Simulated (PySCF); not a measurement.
# 17O chemical shifts

Rapidly exchanging positions averaged, non-relativistic, no solvent model, a single conformation. Coordinates at the GFN2-xTB level; NMR shieldings at PBE0/pcSseg-1/GIAO; PySCF 2.14.0 with density-fitted response routines.

Shieldings were converted by a linear fit to measured shifts: 17O (scatter 10.7 ppm rms, 12.2 ppm with the 3 outliers that the fit left out vs liquid water, solution or neat liquid). A few per cent of atoms miss by over 2 rms, more outside the fitted compound classes.

Q: Give the 17O shifts of `CCC(=O)OC[Si@@H](F)OC`, `C#Cc1nnc(C)o1`, `F[C@@H](Cl)[C@@H]1CCO1`, `C=C1C[C@](C#N)(OCC)[SiH2]1`, `C=C(OC=O)[SiH2]OC(C)=S`.

A: 
```json
{"compound": "[CH3:1][CH2:2][C:3](=[O:4])[O:5][CH2:6][Si@@H:7]([F:8])[O:9][CH3:10]", "environment": "O4: ester carbonyl oxygen", "δ (ppm)": "310.6"}
{"compound": "[CH3:1][CH2:2][C:3](=[O:4])[O:5][CH2:6][Si@@H:7]([F:8])[O:9][CH3:10]", "environment": "O5: ester alkoxy oxygen", "δ (ppm)": "156.3"}
{"compound": "[CH3:1][CH2:2][C:3](=[O:4])[O:5][CH2:6][Si@@H:7]([F:8])[O:9][CH3:10]", "environment": "O9: oxygen bonded to C, Si", "δ (ppm)": "-19.9"}
{"compound": "C#Cc1nnc(C)o1", "environment": "aromatic ring oxygen", "δ (ppm)": "273.9"}
{"compound": "F[C@@H](Cl)[C@@H]1CCO1", "environment": "ether oxygen", "δ (ppm)": "3.4"}
{"compound": "C=C1C[C@](C#N)(OCC)[SiH2]1", "environment": "ether oxygen", "δ (ppm)": "20.4"}
{"compound": "[CH2:1]=[C:2]([O:3][CH:4]=[O:5])[SiH2:6][O:7][C:8]([CH3:9])=[S:10]", "environment": "O5: ester carbonyl oxygen", "δ (ppm)": "336.9"}
{"compound": "[CH2:1]=[C:2]([O:3][CH:4]=[O:5])[SiH2:6][O:7][C:8]([CH3:9])=[S:10]", "environment": "O3: ester alkoxy oxygen", "δ (ppm)": "216.6"}
{"compound": "[CH2:1]=[C:2]([O:3][CH:4]=[O:5])[SiH2:6][O:7][C:8]([CH3:9])=[S:10]", "environment": "O7: oxygen bonded to C, Si", "δ (ppm)": "176.8"}
```
